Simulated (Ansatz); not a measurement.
`CB(N)[SiH2]C#N` + `[CH3][GaH2]` → `CB(C)N` + `N#C[SiH2][GaH2]`  (redistribution)

Computed with Ansatz on PBE0-D4/def2-TZVP structures; ΔE is electronic, products minus reactants. CCSD(T)/CBS is the MP2 limit (def2-TZVPP, def2-QZVPP) plus CCSD(T) − MP2 in def2-TZVPP, frozen cores. DFT in def2-TZVPP. B3LYP here is the variant with VWN-RPA as its local correlation; programs differ in this. For Ga outer-core shells are correlated without core-valence functions, which leaves a few kJ/mol of doubt a bond. Scalar relativity is left out up to krypton. One conformer a species, not always the lowest.

```
             level  ΔE (kcal/mol)  difference from CCSD(T)/CBS
            PBE-D4           -8.8                         -0.6
         r2SCAN-D4           -9.1                         -0.9
           PBE0-D4           -9.3                         -1.1
          B3LYP-D4           -9.0                         -0.8
           ωB97X-V           -8.4                         -0.2
           ωB97M-V           -8.8                         -0.6
            B2PLYP           -8.8                         -0.6
               PBE           -9.1                         -0.9
            r2SCAN           -9.2                         -1.0
              PBE0           -9.5                         -1.3
             B3LYP           -9.4                         -1.2
     HF/def2-TZVPP          -10.4                         -2.2
    MP2/def2-TZVPP           -7.8                          0.4
SCS-MP2/def2-TZVPP           -8.0                          0.2
   CCSD/def2-TZVPP           -8.8                         -0.6
CCSD(T)/def2-TZVPP           -8.4                         -0.2
     HF/def2-QZVPP          -10.4                         -2.2
    MP2/def2-QZVPP           -7.7                          0.5
SCS-MP2/def2-QZVPP           -7.9                          0.3
      HF/CBS(def2)          -10.4                         -2.2
     MP2/CBS(def2)           -7.6                          0.6
    CCSD/CBS(def2)           -8.7                         -0.5
       CCSD(T)/CBS           -8.2                            0
```

Largest T1 diagnostic among the species: 0.014.

In def2-TZVPP, CCSD(T) changes the Hartree–Fock value by +2.0 kcal/mol (the triples alone add +0.5 kcal/mol) and MP2 by +2.6 kcal/mol.
